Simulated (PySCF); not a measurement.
# EPR parameters of CH8NSi2

Species: CH8NSi2 (doublet state).
Numbering: `[CH2:1][N:2]([SiH3:3])[SiH3:4]` (hydrogens: H5, H6 on C1; H7, H8, H9 on Si3; H10, H11, H12 on Si4)

Geometry (GFN2-xTB, Å), atoms numbered from 1 in this order:
```xyz
12
CH8NSi2 angstrom
C      0.043    1.494   -0.389
N      0.004    0.181   -0.006
Si     1.430   -0.448    0.792
Si    -1.463   -0.701   -0.371
H      0.919    2.080   -0.199
H     -0.803    1.930   -0.879
H      1.139   -1.840    1.105
H      1.677    0.359    1.992
H      2.569   -0.309   -0.124
H     -2.585   -0.016    0.283
H     -1.667   -0.679   -1.824
H     -1.262   -2.051    0.140
```

Computed with UKS B3LYP, pcH-1 on C H N Si, non-relativistic, mean-field spin-orbit, GIAO (PySCF). Geometry: GFN2-xTB; no solvent, vibrations or thermal averaging. Couplings are sensitive to structure, and on GFN2-xTB geometries they can be far from those on DFT ones. The SCF solution wasn't tested for stability.

```
g1, g2, g3      : 2.00216, 2.00293, 2.00340
g_iso           : 2.00283
Form of g       : rhombic: the two nearest values differ by 38 % of g3 − g1
⟨S²⟩            : 0.7531 (exact 0.7500)
Basis functions : 200
```

Hyperfine couplings atom by atom, in MHz; T1 to T3 are the principal values of the dipolar part; ρ(0) is the spin density at the nucleus:

```
atom  isotope  a_iso  of which spin–orbit     T1     T2     T3  Mulliken spin population  ρ(0) (bohr⁻³)
  C1      13C   70.1                 -0.1  -70.2  -69.2  139.3                      0.90         0.0624
  N2      14N    1.3                  0.0   -8.6   -7.9   16.5                      0.11         0.0043
 Si3     29Si    4.8                  0.0   -2.8    1.0    1.8                      0.02        -0.0054
 Si4     29Si    4.8                  0.0   -2.8    1.0    1.8                      0.02        -0.0054
  H5       1H  -57.3                  0.0  -34.4    1.3   33.0                     -0.04        -0.0128
  H6       1H  -57.2                  0.0  -34.4    1.3   33.1                     -0.04        -0.0128
  H7       1H   -3.6                  0.0   -2.5   -1.4    3.9                      0.00        -0.0008
  H8       1H   10.5                  0.0   -2.5   -1.9    4.4                      0.01         0.0023
  H9       1H   10.6                  0.0   -2.4   -1.9    4.3                      0.01         0.0024
 H10       1H   10.5                  0.0   -2.4   -1.9    4.4                      0.01         0.0024
 H11       1H   10.6                  0.0   -2.4   -1.9    4.4                      0.01         0.0024
 H12       1H   -3.6                  0.0   -2.5   -1.4    3.9                      0.00        -0.0008
```

The Mulliken spin populations are largest on C1 (+0.90) and N2 (+0.11). C1 is the only atom above +0.15. The angles at C1 add up to 360.0°, so it is planar; its axial dipolar tensor and the negative couplings of its protons fit spin in a p orbital normal to that plane.

Axes: g2 points within 1° of the C1–N2 bond.

Under fast tumbling the dipolar parts average out, and these isotropic splittings remain: 2 × 1H (H5/H6, I = 1/2, 3 lines) with 2.04 mT, 6 × 1H (H7 (×6), I = 1/2, 7 lines) with 0.21 mT and 1 × 14N (N2, I = 1, 3 lines) with 0.05 mT.

Class means assume fast exchange of nuclei equivalent by connectivity; if that motion is slow, each nucleus keeps its own coupling. The six 1H nuclei of mean +5.8 MHz run from -3.6 to 10.6 MHz in the frozen geometry.

The 13C coupling of C1 (70.1 MHz) shows only in satellite lines or after enrichment, since that isotope makes up about 1.07 % of natural carbon.

β density exceeds α density at some nuclei, such as H5/H6 (-0.0128) and Si3/Si4 (-0.0054), spin density in bohr⁻³. In a single determinant that takes different orbitals for the two spins, that is spin polarisation.
